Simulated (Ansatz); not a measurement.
Zn₂O₂⁺, relaxed as a doublet with UKS PBE-D4/def2-SVP in Ansatz, starting from the GFN1-xTB geometry. Force threshold 0.02 eV/Å.

The structure holds one bond between oxygen atoms, so isomers without such links may lie far lower. Another isomer (doublet) lies 0.69 eV lower at PBE0-D4/def2-TZVP; other spin states weren't run for this one.

Start:

| atom | x (Å) | y (Å) | z (Å) |
| --- | --- | --- | --- |
| Zn1 | 0.7071 | -1.1175 | 1.8349 |
| Zn2 | -0.5550 | 0.6932 | -2.0790 |
| O3 | -0.3621 | -0.1562 | 0.5826 |
| O4 | 0.2101 | 0.5805 | -0.3385 |

Task: Estimate the energy that the relaxation releases and the steps that it takes.

Result: 0.10 eV, in 6 steps; 20 s on 4 threads of Arm Neoverse V2 on a shared host. No frequencies were taken in this run, so the end may be a saddle point.

Task: Does the start keep its bonding?

Result: By distances, no bond broke or formed. The bond that changes most is Zn2–O4, from 1.90 to 2.05 Å (atoms count from 1).

Task: Predict the relaxed structure.

Result: 
```xyz
4

Zn    0.758   -1.233    1.909
Zn   -0.562    0.684   -2.226
O    -0.360   -0.089    0.626
O     0.163    0.638   -0.309
```
Bond lengths (bridged metal pairs left out): 2 × O–Zn 2.05 Å; 1 × O–O 1.29 Å.
